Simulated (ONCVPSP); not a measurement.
## Reading a pseudo-wave (xenon (Xe))

Columns: radius, all-electron u(r) and pseudo u(r) of the 4p shell (level -141.07 eV) of xenon in the configuration [Ar] 3d10 4s2 4p6 4d10 5s2 5p6; PBEsol, scalar-relativistic, ONCV scheme, ONCVPSP 4.0.1.

```json
{"r (bohr)": "0.072", "all-electron": "0.4559", "pseudo": "0.0360"}
{"r (bohr)": "0.145", "all-electron": "-0.3165", "pseudo": "0.1413"}
{"r (bohr)": "0.217", "all-electron": "-0.7428", "pseudo": "0.3009"}
{"r (bohr)": "0.290", "all-electron": "-0.5318", "pseudo": "0.4998"}
{"r (bohr)": "0.362", "all-electron": "-0.0180", "pseudo": "0.7091"}
{"r (bohr)": "0.435", "all-electron": "0.5225", "pseudo": "0.9099"}
{"r (bohr)": "0.507", "all-electron": "0.9357", "pseudo": "1.0750"}
{"r (bohr)": "0.580", "all-electron": "1.1952", "pseudo": "1.1925"}
{"r (bohr)": "0.652", "all-electron": "1.3095", "pseudo": "1.2509"}
{"r (bohr)": "0.725", "all-electron": "1.3171", "pseudo": "1.2521"}
{"r (bohr)": "0.798", "all-electron": "1.2521", "pseudo": "1.2025"}
{"r (bohr)": "0.870", "all-electron": "1.1463", "pseudo": "1.1156"}
{"r (bohr)": "0.942", "all-electron": "1.0210", "pseudo": "1.0051"}
{"r (bohr)": "1.015", "all-electron": "0.8890", "pseudo": "0.8823"}
{"r (bohr)": "1.088", "all-electron": "0.7616", "pseudo": "0.7593"}
{"r (bohr)": "1.160", "all-electron": "0.6457", "pseudo": "0.6451"}
{"r (bohr)": "1.232", "all-electron": "0.5421", "pseudo": "0.5419"}
{"r (bohr)": "1.305", "all-electron": "0.4505", "pseudo": "0.4503"}
{"r (bohr)": "1.378", "all-electron": "0.3717", "pseudo": "0.3716"}
{"r (bohr)": "1.450", "all-electron": "0.3061", "pseudo": "0.3060"}
{"r (bohr)": "1.522", "all-electron": "0.2509", "pseudo": "0.2508"}
{"r (bohr)": "1.595", "all-electron": "0.2043", "pseudo": "0.2042"}
{"r (bohr)": "1.668", "all-electron": "0.1657", "pseudo": "0.1657"}
{"r (bohr)": "1.740", "all-electron": "0.1345", "pseudo": "0.1345"}
{"r (bohr)": "1.812", "all-electron": "0.1089", "pseudo": "0.1089"}
{"r (bohr)": "1.885", "all-electron": "0.0877", "pseudo": "0.0877"}
```

(1) How many radial nodes do the two functions have?

(2) At about which radius was the pseudo-wave matched?

(3) Is the pseudo-wave norm-conserving?

Answers

(1) The all-electron 4p function has n − l − 1 = 2; the pseudo-wave has 0, since the states of the same l below it are removed with the core.

(2) 1.30 bohr, where the columns begin to agree (steps of 0.07 bohr).

(3) Yes: the ONCV scheme keeps the norm inside the radius equal to the all-electron one, which fixes the energy derivative of the logarithmic derivative at the level.
